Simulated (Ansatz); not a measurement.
Basis sets compared for the cluster Hg₂S₂. The state is a singlet with charge 0. Geometry r2SCAN-D4/def2-SVP. Ansatz on 4 threads of Arm Neoverse V2 on a shared host; times are rough, and most runs start from earlier orbitals.

```xyz
4

Hg    0.582   -0.308   -1.284
Hg   -0.582    0.308    1.284
S     1.115   -1.513    0.869
S    -1.115    1.513   -0.869
```

In the def2 sets Hg takes a core potential; there is no spin–orbit coupling. The structure comes from a short search, and lower isomers may exist.

Binding counts from free atoms (Hg singlet, S triplet) in the same basis, without a counterpoise term.

```tsv
level	functions	energy (Eh)	HOMO (eV)	LUMO (eV)	binding per atom (eV)	wall time
PBE-D4/def2-SVP	100	-1102.8315	-5.49	-4.60	0.86	0.85 s
PBE-D4/def2-TZVP	160	-1103.1327	-5.63	-4.68	0.97	1.5 s
r2SCAN-D4/def2-TZVP	160	-1103.4686	-5.84	-4.64	0.91	4.2 s
PBE0-D4/def2-SVP	100	-1102.8035	-6.61	-3.96	0.73	1.2 s
PBE0-D4/def2-TZVP	160	-1103.1030	-6.70	-3.99	0.86	2 s
```

Estimate the rows for PBE-D4/def2-TZVPD, r2SCAN-D4/def2-TZVPD, PBE0-D4/def2-TZVPD.


```csv
level,functions,energy (Eh),HOMO (eV),LUMO (eV),binding per atom (eV),wall time
PBE-D4/def2-TZVPD,184,-1103.1341,-5.67,-4.71,0.97,1.9 s
r2SCAN-D4/def2-TZVPD,184,-1103.4698,-5.86,-4.65,0.91,4.8 s
PBE0-D4/def2-TZVPD,184,-1103.1042,-6.73,-4.02,0.86,2.8 s
```
